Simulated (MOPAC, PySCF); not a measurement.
H2AlBr, SMILES `[AlH2][Br]`, neutral singlet in the gas phase. 

Cartesian coordinates (Å):
```xyz
4

Al    -0.1990     0.0080    -0.0022
Br     2.0561    -0.0822     0.0229
H     -0.9843    -1.3566    -0.0120
H     -0.8728     1.4309    -0.0087
```
Charge 0, spin multiplicity 1.

All levels are single points at this geometry (r2SCAN-D4/def2-TZVP); Pople sets use spherical d functions. Orbital energies aren't observables, and empty levels follow the basis.

```csv
level,HOMO (eV),LUMO (eV),gap (eV),dipole (D),"vertical IE, Delta-SCF (eV)"
PBE-D3(BJ)/def2-TZVP in PySCF,-7.03,-2.50,4.53,1.07,–
r2SCAN-D4/def2-TZVP in PySCF,-7.35,-2.16,5.19,1.15,–
B3LYP/6-311+G** (LANL2DZ on Br) in PySCF,-8.01,-2.00,6.00,1.56,–
B3LYP/6-31G* in PySCF,-7.95,-1.95,6.01,1.45,10.48
B3LYP/LANL2DZ in PySCF,-7.95,-2.16,5.79,2.03,–
BP86/6-31G* in PySCF,-7.07,-2.57,4.50,1.33,–
M06-2X/6-31G* in PySCF,-9.40,-1.23,8.17,1.67,–
PBE/6-31G* in PySCF,-6.96,-2.51,4.45,1.31,10.18
SVWN5/6-31G* in PySCF,-7.03,-2.73,4.31,1.37,10.27
HF/STO-3G in PySCF,-7.67,7.88,15.55,2.66,–
AM1 in MOPAC,-10.56,-1.66,8.90,1.43,–
PM6 in MOPAC,-10.66,0.11,10.77,1.85,–
PM7 in MOPAC,-11.41,-2.00,9.42,0.77,–
```
